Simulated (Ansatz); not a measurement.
`C/C=C\BN` + H₂ → `B/C=C/C` + NH₃ at 700 K and 1 bar (hydrogenolysis of a B–N bond).

Isolated molecules relaxed with PBE0-D4/def2-TZVP in Ansatz; ΔE leaves out vibrations. CCSD(T)/CBS adds triple-zeta CCSD(T) − MP2 to the extrapolated MP2 energy (def2 sets, frozen cores). This one scheme is used for every species. Double bonds are as drawn, so ΔE can hold a change between cis and trans. One conformer a species, not always the lowest.

```json
{"species": "`C/C=C\\BN`", "CCSD(T)/CBS energy (Eh)": "-198.50349", "H − E (kJ/mol)": "372.0", "S (J/(mol·K))": "447.5"}
{"species": "H₂", "CCSD(T)/CBS energy (Eh)": "-1.17544", "H − E (kJ/mol)": "46.8", "S (J/(mol·K))": "155.3"}
{"species": "`B/C=C/C`", "CCSD(T)/CBS energy (Eh)": "-143.12983", "H − E (kJ/mol)": "305.7", "S (J/(mol·K))": "399.5"}
{"species": "NH₃", "CCSD(T)/CBS energy (Eh)": "-56.50880", "H − E (kJ/mol)": "116.9", "S (J/(mol·K))": "226.5"}
```

H − E and S are ideal-gas, rigid-rotor, harmonic terms from PBE0-D4/def2-TZVP, for one conformer and one mirror image of each species. The MP2-based limit puts H₂ 0.8 mEh under its directly extrapolated value; such offsets cancel only in part. 1 Eh = 2625.50 kJ/mol, R = 8.31446 J/(mol·K).

By hand: ΔE, ΔH, ΔS and ΔG.

ΔE = (-143.12983) + (-56.50880) − (-198.50349) − (-1.17544) = 0.04030 Eh = 105.8 kJ/mol. Δ(H − E) = 305.7 + 116.9 − 372.0 − 46.8 = 3.8, so ΔH = 109.6 kJ/mol. ΔS = 399.5 + 226.5 − 447.5 − 155.3 = 23.2 J/(mol·K). ΔG = 109.6 − 700 × (23.2)/1000 = 93.4 kJ/mol.

By hand: the equilibrium constant, and the temperature at which ΔG would vanish if ΔH and ΔS stayed fixed.

log₁₀ K = −ΔG/(RT ln 10) = -7.0. ΔG = 0 at ΔH/ΔS = 4724 K, far beyond where these terms or the molecules hold.

ΔH outweighs TΔS. A doubt of 5 kJ/mol in ΔE shifts log₁₀ K by 0.4 here. Other conformers and mirror images would add mixing entropy, several J/(mol·K) or more a flexible species. These are equilibria of isolated gas molecules and say nothing of rates. Largest T1 diagnostic: 0.012 (customary marks: 0.02 for closed shells, 0.045 for open ones).
